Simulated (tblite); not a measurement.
Run record: tight-binding relaxation, `C=CC[O+](C)[AlH2-][CH]=C`.

Computed with GFN2-xTB geometry optimisation, gas phase (tblite 0.8.0). Start geometry: from a force field or distance geometry. A driver script takes a list of jobs; this job's settings line and coordinates (Å) are shown.

Command:
```bash
OMP_NUM_THREADS=1 python probes_run.py task.json out
```

Input:
```
{"job": {"kind": "relax", "xc": "GFN2-xTB", "basis": "xTB"}, "charge": 0, "multiplicity": 1}
C     -2.952400     1.021700    -0.104600
C     -2.565300    -0.159200    -0.499100
C     -1.278300    -0.838500    -0.264000
O     -0.316000    -0.264600     0.455000
C     -0.441300    -0.035200     1.785500
Al     1.033500     0.518000    -0.426600
C      2.654000    -0.609000    -0.439300
C      3.882000    -0.105700    -0.281200
H     -2.403900     1.747100     0.466000
H     -3.987600     1.337400    -0.380600
H     -3.320200    -0.744700    -1.079000
H     -0.916900    -1.206100    -1.282200
H     -1.536400    -1.816900     0.272200
H     -1.251900     0.622300     2.064500
H     -0.524600    -1.000300     2.320900
H      0.559200     0.365700     2.146700
H      1.429700     1.859900     0.365100
H      0.684900     0.861600    -1.953700
H      2.499900    -1.674300    -0.565700
H      4.702900    -0.829100    -0.302200
H      4.039900     0.966900    -0.143300
```

Output:
```
step      E/eV     max force
  0    -666.78386    4.410
  1    -667.32857    2.383
  2    -667.50508    1.464
  3    -667.64086    1.010
  4    -667.71725    0.590
  5    -667.75275    0.478
  6    -667.77892    0.379
  7    -667.80399    0.357
  8    -667.82142    0.252
  9    -667.83119    0.293
... (150 lines left out)
160    -667.98527    0.010
161    -667.98530    0.014
162    -667.98533    0.016
163    -667.98536    0.016
164    -667.98539    0.013
165    -667.98541    0.012
166    -667.98543    0.015
167    -667.98546    0.012
168    -667.98548    0.010
169    -667.98551    0.007
```

«max force» is the largest atomic force in eV/Å.

From which step on does the largest force stay under 0.1 eV/Å, and how much energy is left to gain from there?

From step 114 (0.052 eV/Å), 17.8 meV above the end.

In short: energy lowered by 27.7 kcal/mol over 169 steps; largest atomic force 0.007 eV/Å at the end.

Where do the atoms end?

0.590 Å rms from the input after alignment:
```
atom  x, y, z in Å
C1    -2.5343    1.2970   -0.2574
C2    -2.6994   -0.0105   -0.2034
C3    -1.5556   -0.9843   -0.2812
O4    -0.3431   -0.4607    0.2285
C5    -0.2632   -0.4333    1.6351
Al6    1.0073    0.4908   -0.7123
C7     2.6650   -0.5625   -0.3267
C8     3.7289    0.1665    0.0188
H9    -1.5476    1.7306   -0.3470
H10   -3.3660    1.9784   -0.2206
H11   -3.6802   -0.4598   -0.1317
H12   -1.3477   -1.2091   -1.3334
H13   -1.7980   -1.9198    0.2390
H14   -1.0995    0.1234    2.0646
H15   -0.2466   -1.4495    2.0401
H16    0.6721    0.0720    1.8772
H17    0.9168    1.8703    0.0487
H18    0.2713    0.4083   -2.0998
H19    2.8527   -1.6368   -0.4283
H20    4.7193   -0.2345    0.2070
H21    3.6389    1.2403    0.1370
```

On an Arm Neoverse N1 with one thread, no GPU, shared host with 64 logical CPUs at a one-minute load of 52, this took 2.3 s of wall time.
Labels such as C1 count atoms from 1, the log's own numbers from 0.
